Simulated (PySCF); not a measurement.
A calculated (M06-L, PySCF 2.14, cc-pVDZ-DK, the spin-free X2C one-electron Hamiltonian (Gaussian nucleus)) atom or ion has these occupied shells.

```csv
shell,electrons,orbital energy (eV),"rms radius, mean of both spins (bohr)"
1s α,1,-11734.4,0.0524
1s β,1,-11734.3,0.0524
2s α,1,-1501.1,0.219
2s β,1,-1501.1,0.219
2p α,3,-1313.2,0.196
2p β,3,-1313.0,0.196
3s α,1,-197.10,0.639
3s β,1,-196.97,0.639
3p α,3,-137.91,0.667
3p β,3,-137.76,0.667
3d α,5,-41.562,0.760
3d β,5,-41.327,0.760
4s α,1,-15.690,2.13
4s β,1,-12.791,2.13
4p α,3,-6.014,2.66
```

(1) Name the element and its charge.

Answers

(1) As (arsenic, neutral), in [Ar] 3d10 4s2 4p3, high-spin 4S determinant.
